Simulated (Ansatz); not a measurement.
C2H5NSi can be A, `C1=N[SiH2]C1`, or B, `[SiH3]C1=CN1`.

Computed with Ansatz on PBE0-D4/def2-TZVP structures; ΔE is electronic, products minus reactants. CCSD(T)/CBS adds triple-zeta CCSD(T) − MP2 to the extrapolated MP2 energy (def2 sets, frozen cores). DFT in def2-TZVPP. B3LYP here is the variant with VWN-RPA as its local correlation; programs differ in this.

(1) Which isomer does CCSD(T)/CBS put lower? Give the gap. (Best estimate.)

(2) Give E(B) − E(A) in kcal/mol with BLYP-D4, PBE0-D4, r2SCAN-D4, B2PLYP, B3LYP-D4, LDA (SPW92), HF/def2-TZVPP. (Estimate.)

(3) Does the order hold for the free energy at 298.15 K (harmonic terms from PBE0-D4)? (An estimate is asked.)

Largest T1 diagnostic: 0.012.

## Answers

(1) Ansatz gave: A, by 62.5 kcal/mol.

(2) Ansatz gave: BLYP-D4 58.4, PBE0-D4 63.4, r2SCAN-D4 62.4, B2PLYP 62.4, B3LYP-D4 61.4, LDA (SPW92) 63.0, HF/def2-TZVPP 67.3. None reverses the order clearly.

(3) Computed: Yes: G(B) − G(A) = +58.9 kcal/mol.

From PBE to PBE0 (25 % exact exchange), in def2-TZVPP and without D4, E(B) − E(A) moves by +3.5 kcal/mol. Leaving LDA and LC-ωPBE aside and taking each functional with its dispersion term where it has one, the values, not all of them listed here, spread over 7.3 kcal/mol, from BLYP-D4 to PBE-QIDH. LDA lies +3.2 kcal/mol from PBE without D4.
